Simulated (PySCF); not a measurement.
**Dipole response of Se+ (selenium, charge +1)**

[Ar] 3d10 4s2 4p3, high-spin 4S determinant. Calculation: PySCF 2.14, in x2c-TZVPPall with one added diffuse shell each of s, p, d type (7s6p5d1f, 57 functions); the spin-free X2C one-electron Hamiltonian (Gaussian nucleus). Coupled (time-dependent) response in atomic units; α is the mean over directions.

| method | mean α (bohr³) | C₆ (like pair) | S(−4) |
| --- | --- | --- | --- |
| UHF | 14.15 | 86.42 | 47.60 |
| PBE | 14.35 | 87.49 | 50.71 |
| PBE0 | 14.14 | 85.99 | 48.10 |
| r2SCANh | 14.05 | 87.80 | 44.64 |
| M06-2X | 14.02 | 83.21 | 48.79 |

S(−4) is the Cauchy moment in α(ω) = α(0) + S(−4) ω² + …

α(iu) at r2SCANh:

```tsv
u (hartree)	α(iu) (bohr³)
0	14.05
0.0500	13.94
0.100	13.62
0.200	12.49
0.300	11.01
0.500	8.080
0.750	5.428
1.00	3.784
1.50	2.094
2.00	1.325
3.00	0.6769
5.00	0.2808
```

For an ion, C₆ is the dispersion term alone; charge-induced terms of lower order in 1/R come first.
